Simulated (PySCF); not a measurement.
A calculated (UHF, PySCF 2.14, pcseg-2, no relativity, point nucleus) atom or ion has these occupied shells.

```tsv
shell	electrons	orbital energy (eV)	rms radius, mean of both spins (bohr)
1s α	1	-444.07	0.265
1s β	1	-441.94	0.265
2s α	1	-44.124	1.37
2s β	1	-35.560	1.37
2p α	2	-30.364	1.39
```

Name the element and its charge.

N⁺ (nitrogen, charge +1), in [He] 2s2 2p2, high-spin 3P determinant.
